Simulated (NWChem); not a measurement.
System: C2H7NOSi; SMILES C=C[SiH](N)O

NWChem input:

```
start job
memory heap 200 mb stack 900 mb global 1100 mb
geometry units angstroms noautoz
  Si    -0.097340    -0.548816     0.413028
  N      1.578174    -0.532719    -0.077197
  O     -0.945909    -1.591282    -0.602828
  C     -0.667077     1.239136     0.319953
  C     -0.046127     2.178851    -0.423086
  H     -0.419565    -1.112536     1.768193
  H      2.188442     0.186082     0.321552
  H      2.077327    -1.425338    -0.125269
  H     -0.877183    -1.339944    -1.541578
  H     -1.573314     1.534273     0.882607
  H      0.856305     1.936851    -1.012248
  H     -0.404185     3.221992    -0.482014
end
basis spherical
  * library def2-svp
end
dft
  xc b3lyp
  grid fine
  iterations 150
  mulliken
end
task dft gradient
```

Output (shortened):

```
             Northwest Computational Chemistry Package (NWChem) 7.3.0
             --------------------------------------------------------

 C1  symmetry detected

                             Geometry "geometry" -> ""
                             -------------------------

 Output coordinates in angstroms (scale by  1.889725989 to convert to a.u.)

  No.       Tag          Charge          X              Y              Z
 ---- ---------------- ---------- -------------- -------------- --------------
    1 Si                  14.0000    -0.06645981    -0.53055171     0.43193507
    2 N                    7.0000     1.57502494    -0.52809283    -0.16258036
    3 O                    8.0000    -0.98157025    -1.57978506    -0.51698558
    4 C                    6.0000    -0.63328615     1.25908448     0.35482635
    5 C                    6.0000    -0.05620868     2.18757329    -0.43614790
    6 H                    1.0000    -0.30537034    -1.07789586     1.81085403
    7 H                    1.0000     2.21218316     0.19196843     0.18904995
    8 H                    1.0000     2.06636395    -1.42364516    -0.23190071
    9 H                    1.0000    -0.97084515    -1.33901522    -1.46094558
   10 H                    1.0000    -1.50114395     1.56481182     0.96989098
   11 H                    1.0000     0.80641405     1.93470973    -1.07802127
   12 H                    1.0000    -0.41280807     3.23177378    -0.48414180

 Effective nuclear repulsion energy (a.u.)     228.8024673605

                                 NWChem DFT Module
                                 -----------------

 Summary of "ao basis" -> "ao basis" (spherical)
 ------------------------------------------------------------------------------
       Tag                 Description            Shells   Functions and Types
 ---------------- ------------------------------  ------  ---------------------
 Si                         def2-svp                 8       18   4s3p1d
 N                          def2-svp                 6       14   3s2p1d
 O                          def2-svp                 6       14   3s2p1d
 C                          def2-svp                 6       14   3s2p1d
 H                          def2-svp                 3        5   2s1p

            General Information
            -------------------
          SCF calculation type: DFT
          Wavefunction type:  closed shell.
          No. of atoms     :    12
          No. of electrons :    48
           Alpha electrons :    24
            Beta electrons :    24
          Charge           :     0
          Spin multiplicity:     1
          Use of symmetry is: off; symmetry adaption is: off
          Maximum number of iterations: 150
          AO basis - number of functions:   109
                     number of shells:    53
          Convergence on energy requested:  1.00D-06
          Convergence on density requested:  1.00D-05
          Convergence on gradient requested:  5.00D-04

              XC Information
              --------------
                         B3LYP Method XC Potential
                     Hartree-Fock (Exact) Exchange  0.200
                        Slater Exchange Functional  0.800 local
                    Becke 1988 Exchange Functional  0.720 non-local
              Lee-Yang-Parr Correlation Functional  0.810
                  VWN I RPA Correlation Functional  0.190 local

             Grid Information
             ----------------
          Grid used for XC integration:  fine
          Radial quadrature: Mura-Knowles
          Angular quadrature: Lebedev.
          Tag              B.-S. Rad. Rad. Pts. Rad. Cut. Ang. Pts.
          ---              ---------- --------- --------- ---------
          Si                  1.10      123          11.0       770
          N                   0.65       70          11.0       590
          O                   0.60       70          12.0       590
          C                   0.70       70          11.0       590
          H                   0.35       60          13.0       590
          Grid pruning is: on
          Number of quadrature shells:   823
          Spatial weights used:  Erf1

      Superposition of Atomic Density Guess
      -------------------------------------

 Sum of atomic energies:        -496.41845391

      Non-variational initial energy
      ------------------------------

 Total energy =    -498.759937
 1-e energy   =   -1135.861524
 2-e energy   =     408.299119
 HOMO         =      -0.337884
 LUMO         =      -0.028255

     ---------------------------------------------
      Total Density - Mulliken Population Analysis
     ---------------------------------------------

    Atom       Charge   Shell Charges
 -----------   ------   -------------------------------------------------------
    1 Si  14    12.91   2.00  1.99  0.92  0.14  5.93  0.97  0.66  0.31
    2 N    7     7.79   1.99  1.03  0.47  2.58  1.72  0.01
    3 O    8     8.79   1.99  1.11  0.65  3.08  1.96  0.00
    4 C    6     6.45   1.99  0.99  0.33  1.99  1.13  0.02
    5 C    6     6.11   1.99  0.97  0.28  1.89  0.94  0.03
    6 H    1     1.12   0.71  0.40  0.01
    7 H    1     0.75   0.58  0.12  0.04
    8 H    1     0.75   0.58  0.12  0.04
    9 H    1     0.65   0.52  0.08  0.06
   10 H    1     0.88   0.66  0.20  0.02
   11 H    1     0.90   0.67  0.21  0.02
   12 H    1     0.90   0.67  0.20  0.02

   convergence    iter        energy       DeltaE   RMS-Dens  Diis-err
 ---------------- ----- ----------------- --------- --------- ---------
 d= 0,ls=0.0,diis     1   -499.6320169398 -7.28D+02  1.20D-02  7.05D-01
 d= 0,ls=0.0,diis     2   -499.6133663952  1.87D-02  6.84D-03  1.00D+00
 d= 0,ls=0.0,diis     3   -499.7087747723 -9.54D-02  1.31D-03  4.94D-02
 d= 0,ls=0.0,diis     4   -499.7130367994 -4.26D-03  4.72D-04  4.13D-03
 d= 0,ls=0.0,diis     5   -499.7134315104 -3.95D-04  1.40D-04  5.14D-04
  Resetting Diis
 d= 0,ls=0.0,diis     6   -499.7134864101 -5.49D-05  2.97D-05  1.15D-05
 d= 0,ls=0.0,diis     7   -499.7134876223 -1.21D-06  2.50D-05  2.47D-06
 d= 0,ls=0.0,diis     8   -499.7134868992  7.23D-07  1.64D-05  7.77D-06
 d= 0,ls=0.0,diis     9   -499.7134879495 -1.05D-06  1.92D-06  8.39D-08
 d= 0,ls=0.0,diis    10   -499.7134879613 -1.18D-08  2.39D-07  1.07D-09

         Total DFT energy =     -499.713487961287
      One electron energy =    -1141.043635182832
           Coulomb energy =      462.436208258104
    Exchange-Corr. energy =      -49.908528397068
 Nuclear repulsion energy =      228.802467360509

 Numeric. integr. density =       47.999999787803

                       DFT Final Molecular Orbital Analysis
                       ------------------------------------

 Vector   22  Occ=2.000000D+00  E=-2.954251D-01
              MO Center= -4.7D-01,  1.0D-02,  7.3D-03, r^2= 3.9D+00
   Bfn.  Coefficient  Atom+Function         Bfn.  Coefficient  Atom+Function
  ----- ------------  ---------------      ----- ------------  ---------------
    37      0.296921   3 O  py               51      0.263962   4 C  py
    36     -0.245656   3 O  px               40      0.223754   3 O  py
    39     -0.184998   3 O  px               50     -0.177597   4 C  px
     9     -0.170293   1 Si py               49     -0.159028   4 C  s
    65     -0.155328   5 C  py              105     -0.155581  12 H  s

 Vector   23  Occ=2.000000D+00  E=-2.787473D-01
              MO Center= -3.7D-01,  1.3D+00, -6.5D-02, r^2= 2.6D+00
   Bfn.  Coefficient  Atom+Function         Bfn.  Coefficient  Atom+Function
  ----- ------------  ---------------      ----- ------------  ---------------
    52      0.285886   4 C  pz               66      0.280968   5 C  pz
    64      0.248892   5 C  px               50      0.219708   4 C  px
    37      0.191966   3 O  py               69      0.180639   5 C  pz
    67      0.178435   5 C  px               55      0.172451   4 C  pz
    53      0.157062   4 C  px               40      0.142738   3 O  py

 Vector   24  Occ=2.000000D+00  E=-2.594593D-01
              MO Center=  1.2D+00, -5.0D-01, -1.8D-02, r^2= 2.0D+00
   Bfn.  Coefficient  Atom+Function         Bfn.  Coefficient  Atom+Function
  ----- ------------  ---------------      ----- ------------  ---------------
    24      0.508093   2 N  pz               27     -0.419293   2 N  pz
    76      0.213288   6 H  s                49     -0.180330   4 C  s
    75      0.175484   6 H  s                21      0.140863   2 N  s
    23     -0.137569   2 N  py               26      0.111545   2 N  py
    20      0.095638   2 N  s                69      0.087579   5 C  pz

[...]

                         DFT ENERGY GRADIENTS

    atom               coordinates                        gradient
                 x          y          z           x          y          z
   1 Si     -0.125591  -1.002597   0.816239    0.001267   0.003829   0.000111
   2 N       2.976366  -0.997951  -0.307232   -0.002117   0.001832  -0.004100
   3 O      -1.854899  -2.985361  -0.976961   -0.004349  -0.007278   0.004728
   4 C      -1.196737   2.379325   0.670525   -0.000163  -0.005408   0.002545
   5 C      -0.106219   4.133914  -0.824200    0.001614   0.002385  -0.002051
   6 H      -0.577066  -2.036928   3.422018   -0.001478  -0.001961   0.004076
   7 H       4.180420   0.362768   0.357253    0.003283   0.004279   0.002163
   8 H       3.904862  -2.690299  -0.438229    0.002423  -0.004972  -0.000033
   9 H      -1.834631  -2.530372  -2.760787    0.000815   0.003063  -0.006992
  10 H      -2.836751   2.957066   1.832828   -0.003933   0.000977   0.002931
  11 H       1.523902   3.656071  -2.037165    0.004359  -0.001671  -0.003090
  12 H      -0.780094   6.107167  -0.914895   -0.001720   0.004924  -0.000289
```

Level: B3LYP/def2-SVP. Structure relaxed at the PBE-D3(BJ)/def2-SVP level. Not confirmed as a minimum by frequencies. B3LYP is NWChem's, with the RPA form of VWN correlation.
